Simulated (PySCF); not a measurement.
Compound: CH8N2Si2.
SMILES with atom numbers: `[CH3:1][N:2]1[SiH2:3][NH:4][SiH2:5]1` (hydrogens: H6, H7, H8 on C1; H9, H10 on Si3; H11 on N4; H12, H13 on Si5)

Structure used (GFN2-xTB), in Å, numbered top down from 1:
```xyz
13
CH8N2Si2 angstrom
C     -1.7887   -0.4431    0.2834
N     -0.4010   -0.1213    0.1307
Si     0.9317   -1.0489   -0.5037
N      1.8012    0.4384   -0.2624
Si     0.4539    1.3890    0.2923
H     -1.9050   -1.4973    0.5410
H     -2.2308    0.1584    1.0798
H     -2.3589   -0.2558   -0.6354
H      1.3370   -2.1522    0.3645
H      0.8076   -1.4522   -1.9045
H      2.7556    0.6845   -0.4428
H      0.5507    1.8570    1.6734
H      0.0425    2.4440   -0.6340
```

The closed-shell ground state was solved at several levels (PySCF, density fitting, gas phase, non-relativistic).

```json
{"level": "PBE0/def2-SVPD", "basis functions": "172", "total energy (Eh)": "-730.7641", "HOMO (eV)": "-6.48", "LUMO (eV)": "-0.53", "gap (eV)": "5.95", "dipole (D)": "0.19"}
{"level": "PBE0/pcSseg-1", "basis functions": "139", "total energy (Eh)": "-731.0049", "HOMO (eV)": "-6.37", "LUMO (eV)": "-0.30", "gap (eV)": "6.07", "dipole (D)": "0.20"}
```

(1) What might CAM-B3LYP/def2-SVPD (172 basis functions) give for the same quantities?

(2) Over all these levels, which gives the widest orbital gap and which the narrowest?

(3) How far do the dipole and the HOMO energy spread over the levels?

Results:

(1) Total energy -731.1222 Eh, HOMO -7.82 eV, LUMO 0.40 eV, gap 8.22 eV, dipole 0.20 D.

(2) CAM-B3LYP/def2-SVPD (range-separated hybrid) has the widest, 8.22 eV, and PBE0/def2-SVPD (global hybrid, 25 % exact exchange) the narrowest, 5.95 eV. The two share the basis. From the narrowest to the widest the HOMO moves by -1.34 eV and the LUMO by +0.93 eV.

(3) The dipole runs from 0.19 to 0.20 D (mean 0.20 D) and the HOMO from -7.82 to -6.37 eV.
